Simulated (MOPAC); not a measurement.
Input for MOPAC: PM3 on CH4N2 (a complex).

```
PM3 1SCF PRECISE CHARGE=0 THREADS=1
CH4N2

N     -0.31427800 1     0.02623652 1     0.01268526 1
H     -1.18799914 1     0.43655034 1    -0.29924487 1
H      0.43631362 1     0.58911489 1    -0.37307976 1
H     -0.24708554 1    -0.89372789 1    -0.40943434 1
C     -0.15601096 1    -0.11744295 1     3.16396763 1
N     -0.09994427 1    -0.16829263 1     4.30914887 1
H     -0.20946590 1    -0.06909906 1     2.08000675 1
```

It printed:

```
*******************************************************************************
 **                                                                           **
 **                              MOPAC v23.2.5                                **
 **                                                                           **
 *******************************************************************************
 ** MOPAC's Digital Object Identifier: https://doi.org/10.5281/zenodo.6511958 **
 **                                                                           **
 ** Please cite the open-source release paper for use of this MOPAC version:  **
 ** J. E. Moussa and J. J. P. Stewart (2026)                                  **
 ** MOPAC: An open-source semiempirical molecular orbital program             **
 ** J. Open Source Softw., 11(119), 8025, https://doi.org/10.21105/joss.08025 **
 *******************************************************************************

                              PM3 CALCULATION RESULTS

 *******************************************************************************
 *  PM3        - The PM3 Hamiltonian to be used
 *
 *
 *
 *                 CHARGE ON SYSTEM = 0
 *
 *
 *
 *  PRECISE    - TIGHTER CRITERIA TO BE USED
 *  1SCF       - DO 1 SCF AND THEN STOP
 *  THREADS=1  - MULTI-THREADING NOT USED
 *  T=         - A TIME OF 172800.0 SECONDS REQUESTED
 *  DUMP=N     - RESTART FILE WRITTEN EVERY 7200.0 SECONDS REQUESTED
 *******************************************************************************
PM3 1SCF PRECISE CHARGE=0 THREADS=1
 CH4N2

   ATOM   CHEMICAL          X               Y               Z
  NUMBER   SYMBOL      (ANGSTROMS)     (ANGSTROMS)     (ANGSTROMS)

     1       N         -0.31427800  *   0.02623652  *   0.01268526  *
     2       H         -1.18799914  *   0.43655034  *  -0.29924487  *
     3       H          0.43631362  *   0.58911489  *  -0.37307976  *
     4       H         -0.24708554  *  -0.89372789  *  -0.40943434  *
     5       C         -0.15601096  *  -0.11744295  *   3.16396763  *
     6       N         -0.09994427  *  -0.16829263  *   4.30914887  *
     7       H         -0.20946590  *  -0.06909906  *   2.08000675  *



          CARTESIAN COORDINATES

    NO.       ATOM           X           Y           Z

     1         N         -0.3143      0.0262      0.0127
     2         H         -1.1880      0.4366     -0.2992
     3         H          0.4363      0.5891     -0.3731
     4         H         -0.2471     -0.8937     -0.4094
     5         C         -0.1560     -0.1174      3.1640
     6         N         -0.0999     -0.1683      4.3091
     7         H         -0.2095     -0.0691      2.0800

  H: (PM3): J. J. P. STEWART, J. COMP. CHEM. 10, 209 (1989).
  C: (PM3): J. J. P. STEWART, J. COMP. CHEM. 10, 209 (1989).
  N: (PM3): J. J. P. STEWART, J. COMP. CHEM. 10, 209 (1989).

           Empirical Formula: C H4 N2  =     7 atoms



      MOLECULAR POINT GROUP   :   C3v


      RHF CALCULATION, NO. OF DOUBLY OCCUPIED LEVELS = 9


 -------------------------------------------------------------------------------
 PM3 1SCF PRECISE CHARGE=0 THREADS=1
 CH4N2



     1SCF WAS SPECIFIED, SO BFGS WAS NOT USED
     SCF FIELD WAS ACHIEVED


                              PM3 CALCULATION
                                                       MOPAC v23.2.5 Linux




          FINAL HEAT OF FORMATION =         26.90220 KCAL/MOL =     112.55881 KJ/MOL


          COSMO AREA              =         97.25 SQUARE ANGSTROMS
          COSMO VOLUME            =         73.90 CUBIC ANGSTROMS

          IONIZATION POTENTIAL    =         10.645345 EV
          HOMO LUMO ENERGIES (EV) =        -10.645  2.005
          NO. OF FILLED LEVELS    =          9
          MOLECULAR WEIGHT        =         44.0560         POINT GROUP:  C3v

          MOLECULAR DIMENSIONS (Angstroms)

            Atom       Atom       Distance
            N     6    H     4     4.77629
            H     2    H     3     1.63313
            H     2    H     4     1.38593


          SCF CALCULATIONS        =          1





   ATOM   CHEMICAL          X               Y               Z
  NUMBER   SYMBOL      (ANGSTROMS)     (ANGSTROMS)     (ANGSTROMS)

     1       N         -0.31427800  *   0.02623652  *   0.01268526  *
     2       H         -1.18799914  *   0.43655034  *  -0.29924487  *
     3       H          0.43631362  *   0.58911489  *  -0.37307976  *
     4       H         -0.24708554  *  -0.89372789  *  -0.40943434  *
     5       C         -0.15601096  *  -0.11744295  *   3.16396763  *
     6       N         -0.09994427  *  -0.16829263  *   4.30914887  *
     7       H         -0.20946590  *  -0.06909906  *   2.08000675  *

                             CARTESIAN COORDINATES

   1    N       -0.314278000     0.026236520     0.012685260
   2    H       -1.187999140     0.436550340    -0.299244870
   3    H        0.436313620     0.589114890    -0.373079760
   4    H       -0.247085540    -0.893727890    -0.409434340
   5    C       -0.156010960    -0.117442950     3.163967630
   6    N       -0.099944270    -0.168292630     4.309148870
   7    H       -0.209465900    -0.069099060     2.080006750


           Empirical Formula: C H4 N2  =     7 atoms



      MOLECULAR POINT GROUP   :   C3v


                  EIGENVALUES
 -31.00327 -29.31845 -18.99224 -15.72836 -15.72813 -12.88700 -12.88700 -12.22067
 -10.64535   2.00492   2.00492   2.37395   3.10700   4.47552   4.47561   7.03522


              NET ATOMIC CHARGES AND DIPOLE CONTRIBUTIONS

  ATOM NO.   TYPE          CHARGE      No. of ELECS.   s-Pop       p-Pop
    1          N          -0.001643        5.0016     1.43050     3.57114
    2          H           0.009676        0.9903     0.99032
    3          H           0.009655        0.9903     0.99035
    4          H           0.009678        0.9903     0.99032
    5          C          -0.183920        4.1839     1.31080     2.87312
    6          N          -0.098310        5.0983     1.74568     3.35263
    7          H           0.254865        0.7451     0.74513
 DIPOLE           X         Y         Z       TOTAL
 POINT-CHG.    -0.115     0.104    -2.334     2.339
 HYBRID        -0.126     0.118    -2.551     2.557
 SUM           -0.242     0.223    -4.885     4.896


          ATOMIC ORBITAL ELECTRON POPULATIONS

     Atom    s        px        py        pz
    1  N   1.43050   0.99401   0.99387   1.58327
    2  H   0.99032
    3  H   0.99035
    4  H   0.99032
    5  C   1.31080   0.93943   0.93941   0.99428
    6  N   1.74568   1.06112   1.06104   1.23047
    7  H   0.74513

 **********************
 *                    *
 * JOB ENDED NORMALLY *
 *                    *
 **********************




 == MOPAC DONE ==
```

The run finished.

Cost: very roughly 0.03 core-seconds.
